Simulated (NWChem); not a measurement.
LaF₂ cation; SMILES [F][La+][F]

```xyz
3

La     0.0000     0.0000    -0.2857
F      1.6830     0.0000     0.9047
F     -1.6830     0.0000     0.9047
```
Atoms are numbered in this order, from 1.

Computed with NWChem. The geometry was optimised at PBE0/def2-SVP. This spin state was assumed; another may lie lower. def2 effective core potentials on La; no spin-orbit coupling. B3LYP is NWChem's, with the RPA form of VWN correlation. Vertical excitations in the gas phase; the lowest state need not have the same character in each row.

For level B3LYP/def2-SVPD, full TDDFT:

```
Quantity                         Result
-------------------------------  ------
lowest excitation, singlet (eV)    6.54
lowest triplet (eV)                6.48
orbital gap (eV)                   7.67
```

**Question.** Estimate the same quantities for level PBE0/def2-SVPD, full TDDFT.

**Answer.** 
- lowest excitation, singlet (eV): 6.91
- lowest triplet (eV): 6.84
- orbital gap (eV): 8.36
